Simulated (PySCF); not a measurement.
## Two-component Hartree-Fock for Ni (nickel, neutral)

Start: [Ar] 3d8 4s1 4p1; 3d3/2 filled at m_j = -1/2, +1/2, +3/2; 3d5/2 filled at m_j = -3/2, -1/2, +1/2, +3/2, +5/2; 4s1/2 filled at m_j = +1/2; 4p3/2 filled at m_j = +3/2. Calculated with PySCF 2.14 in x2c-TZVPall-2c with one added diffuse shell each of s, p, d type (7s8p5d1f, 63 functions): generalised Hartree-Fock with the X2C-1e Hamiltonian and a Gaussian nucleus; one run each with spin-orbit coupling (SO) switched off, then screened by Boettger's factors. This is a chosen level, not necessarily the ground level.

```csv
spinor shell,electrons,"ε, spin-free (eV)","ε, screened SO (eV)",weight of nominal j (screened SO),"rms radius, screened SO (bohr)"
1s1/2,2,-8404.1,-8404.0,1.000,0.0624
2s1/2,2,-1052.4,-1052.4,1.000,0.265
2p1/2,2,-901.63,-914.05,0.999,0.236
2p3/2,4,-901.63,-895.56,0.999,0.239
3s1/2,2,-137.54,-137.54,1.000,0.795
3p1/2,2,-91.338,-95.212,0.800,0.843
3p3/2,4,-91.338,-89.436,0.900,0.851
3d5/2,5,-20.273,-20.663,0.621,1.11
3d3/2,3,-20.273,-19.689,0.642,1.10
4s1/2,1,-10.435,-10.442,0.998,3.08
4p3/2,1,-5.178,-5.158,1.000,4.15
```

| quantity | spin-free | screened SO |
| --- | --- | --- |
| E (hartree) | -1518.98761 | -1519.02410 |
| M_J | 6 | 6 |
| ⟨J²⟩ | 42.014 | 42.014 |
| ⟨L²⟩ | 20.014 | 20.022 |
| ⟨S²⟩ | 6.001 | 5.999 |

Each row is a mean over spinors that exchange with the open shell spreads, by up to 10.958 eV (3p3/2).

Rows whose weight is well below 1 are mixtures of j = l ± 1/2: exchange outweighs spin-orbit coupling there, and the label is only the starting occupation.

Without spin-orbit coupling the j labels of p, d and f shells carry no meaning; the spin-free column gives the mean over the occupied spinors of each nl shell.
